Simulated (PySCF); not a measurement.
C3H12Ge2.
SMILES with atom numbers: `[CH3:1][CH2:2][CH2:3][GeH2:4][GeH3:5]` (hydrogens: H6, H7, H8 on C1; H9, H10 on C2; H11, H12 on C3; H13, H14 on Ge4; H15, H16, H17 on Ge5)

All values: CAM-B3LYP/def2-SVPD (PySCF, non-relativistic), on one gas-phase PBE0-D3(BJ)/def2-SVP geometry that isn't relaxed in the solvent. The solvent is an IEF-PCM continuum (van der Waals radii × 1.2), and excitations are vertical TDDFT with non-equilibrium linear response and a frozen core. Specific hydrogen bonds and non-electrostatic terms are outside this model. Spin–orbit coupling is left out although an atom past zinc is present.

Gas-phase singlets (H = HOMO, L = LUMO):

| state | E (eV) | λ (nm) | f | leading configurations |
| --- | --- | --- | --- | --- |
| S1 | 7.081 | 175 | 0.030 | H→L+1 74% |
| S2 | 7.207 | 172 | 0.161 | H→L 68%, H→L+2 24% |
| S3 | 7.385 | 168 | 0.125 | H→L+3 49%, H→L+2 16% |
| S4 | 7.481 | 166 | 0.193 | H→L+3 30%, H→L+2 30% |
| S5 | 7.768 | 160 | 0.149 | H-1→L+1 71%, H-1→L 9% |

Question: How does the list change in benzene (ε = 2.271)?

Answer: 
```json
{"state": "S1", "E (eV)": "7.071", "λ (nm)": "175", "f": "0.049", "leading configurations": "H→L+1 71%, H→L+2 10%", "change by rank (eV)": "-0.010"}
{"state": "S2", "E (eV)": "7.119", "λ (nm)": "174", "f": "0.435", "leading configurations": "H→L 86%", "change by rank (eV)": "-0.088"}
{"state": "S3", "E (eV)": "7.335", "λ (nm)": "169", "f": "0.227", "leading configurations": "H→L+2 40%, H→L+3 29%", "change by rank (eV)": "-0.050"}
{"state": "S4", "E (eV)": "7.422", "λ (nm)": "167", "f": "0.137", "leading configurations": "H→L+3 52%, H→L+2 21%", "change by rank (eV)": "-0.059"}
{"state": "S5", "E (eV)": "7.726", "λ (nm)": "160", "f": "0.148", "leading configurations": "H-1→L+1 64%, H-1→L 17%", "change by rank (eV)": "-0.042"}
```

Question: How does the list change in chloroform (ε = 4.711)?

Answer: 
```csv
state,E (eV),λ (nm),f,leading configurations,change by rank (eV)
S1,7.079,175,0.050,"H→L+1 70%, H→L+2 11%",-0.002
S2,7.117,174,0.415,"H→L 84%, H→L+2 9%",-0.090
S3,7.338,169,0.224,"H→L+2 40%, H→L+3 29%",-0.047
S4,7.420,167,0.126,"H→L+3 52%, H→L+2 20%",-0.061
S5,7.724,161,0.156,"H-1→L+1 60%, H-1→L 21%",-0.044
```

Question: How do the frontier levels move from gas to chloroform?

Answer: 
```
orbital  gas (eV)  solvent (eV)  change (eV)                      Löwdin shares, gas                  Löwdin shares, solvent
 LUMO+2      1.35          1.46        +0.11     Ge5 23 %, Ge4 22 %, C3 8 %, H14 8 %     Ge5 23 %, Ge4 22 %, C3 9 %, H14 7 %
 LUMO+1      1.00          1.13        +0.13     Ge4 32 %, Ge5 15 %, H14 7 %, C3 7 %    Ge4 33 %, Ge5 17 %, H14 8 %, H13 7 %
   LUMO      0.88          0.94        +0.06  Ge5 41 %, Ge4 12 %, H16 11 %, H15 10 %  Ge5 41 %, Ge4 13 %, H16 11 %, H15 10 %
   HOMO     -9.03         -8.92        +0.11    Ge5 31 %, Ge4 29 %, C3 13 %, H17 5 %    Ge5 31 %, Ge4 29 %, C3 14 %, H17 5 %
 HOMO-1     -9.76         -9.62        +0.14      Ge4 25 %, C3 24 %, H13 8 %, C2 8 %      Ge4 26 %, C3 23 %, H13 8 %, C2 8 %
 HOMO-2    -10.38        -10.28        +0.10  Ge4 26 %, H14 16 %, Ge5 16 %, H13 15 %  Ge4 26 %, H14 16 %, H13 15 %, Ge5 14 %
 HOMO-3    -10.78        -10.59        +0.19     C2 22 %, C1 13 %, H9 10 %, Ge5 10 %      C2 25 %, C1 14 %, H9 12 %, H10 9 %
```

The HOMO–LUMO gap goes from 9.90 to 9.86 eV.

The values belong to the conformer `[CH3:1][CH2:2][CH2:3][GeH2:4][GeH3:5]`: C1–C2–C3–Ge4 179°, C2–C3–Ge4–Ge5 54°.
